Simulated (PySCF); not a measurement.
Simulated C 1s region for `N#C[C@@H]1C[C@]1(Cl)C(Cl)Cl`, binding energy against the vacuum level.

Every computed line was given a Gaussian of 0.7 eV full width at half maximum and an area set by the number of equivalent atoms; the highest printed point is 100. Method: delta-SCF UKS SCAN, pcX-2 on the ionised atom, pcseg-1 elsewhere, spin-free X2C in PySCF.

binding energy (eV), intensity and a bar:
```
    291.2          0 
    291.3          1 
    291.4          1 
    291.5          3 #
    291.6          7 ##
    291.7         13 ####
    291.8         22 ######
    291.9         32 ##########
    292.0         44 #############
    292.1         54 ################
    292.2         64 ###################
    292.3         71 #####################
    292.4         78 ########################
    292.5         86 ##########################
    292.6         93 ############################
    292.7         99 ##############################
    292.8        100 ##############################
    292.9         96 #############################
    293.0         88 ##########################
    293.1         79 ########################
    293.2         71 #####################
    293.3         65 ####################
    293.4         61 ##################
    293.5         57 #################
    293.6         51 ###############
    293.7         43 #############
    293.8         36 ###########
    293.9         30 #########
    294.0         29 #########
    294.1         32 ##########
    294.2         39 ############
    294.3         45 ##############
    294.4         49 ###############
    294.5         48 ##############
    294.6         42 #############
    294.7         33 ##########
    294.8         23 #######
    294.9         15 ####
    295.0          8 ##
    295.1          4 #
    295.2          2 
    295.3          1 
    295.4          0
```

**Question.** Count the maxima, the lines and the sites behind this envelope.

**Answer.** The curve has 2 maxima (at 292.8 and 294.4 eV). Under it lie 5 lines from 5 inequivalent carbon sites. At this width some lines have no maximum of their own.

**Question.** Decompose the envelope and assign each component. Numbering: `[N:1]#[C:2][C@@H:3]1[CH2:4][C@:5]1([Cl:6])[CH:7]([Cl:8])[Cl:9]`.

**Answer.** 
```json
{"position (eV)": "292.19", "relative area": "1", "line": "C 1s", "atoms": "C4", "environment": "three-membered-ring carbon"}
{"position (eV)": "292.70", "relative area": "1", "line": "C 1s", "atoms": "C2", "environment": "nitrile carbon"}
{"position (eV)": "292.91", "relative area": "1", "line": "C 1s", "atoms": "C3", "environment": "sp3 carbon next to a nitrile"}
{"position (eV)": "293.51", "relative area": "1", "line": "C 1s", "atoms": "C5", "environment": "sp3 C–Cl carbon"}
{"position (eV)": "294.44", "relative area": "1", "line": "C 1s", "atoms": "C7", "environment": "CHCl2 carbon"}
```

**Question.** What are the centre and the root-mean-square width of the whole band?

**Answer.** The area-weighted mean of the lines is 293.15 eV. Their own spread about it is 0.77 eV (rms) and each Gaussian has σ = 0.7/2.355 = 0.30 eV; the variances add, which gives 0.83 eV.

Lowest listed C 1s: C4, bonded to 2 C and 2 H. Highest, 2.25 eV above it: C7, bonded to 2 Cl, C and H. The widest gap between neighbouring values is 0.93 eV, between 293.51 and 294.44 eV.

The curve has no shake-up lines and no vibrational structure. One conformer (not necessarily the lowest) at the PBE0-D3(BJ)/def2-SVP geometry, without solvent, vibrations or thermal averaging.

Time: 2.2 min wall. Hardware: one thread, Arm Neoverse V1, shared host.

The values belong to the conformer `[N:1]#[C:2][C@@H:3]1[CH2:4][C@:5]1([Cl:6])[CH:7]([Cl:8])[Cl:9]`: C4–C5–C7–Cl8 -154°.
